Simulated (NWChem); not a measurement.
Molecule: NH₂SeF; SMILES [Se](N)F

```xyz
5

Se     0.3774     0.0164     0.0000
F     -0.5396    -1.5220     0.0000
N     -0.8877     1.2493     0.0000
H     -1.4274     1.3810     0.8503
H     -1.4274     1.3810    -0.8503
```
Atoms are numbered in this order, from 1.

All runs: NWChem. Structure relaxed at the PBE0/def2-SVP level. Field at 589 nm.

Q: What does the run give for B3LYP/def2-SVP? Quantities: isotropic polarisability (bohr³); anisotropy (bohr³).

A: 
```
Item                              Value
--------------------------------  -----
isotropic polarisability (bohr³)   27.6
anisotropy (bohr³)                 13.1
```
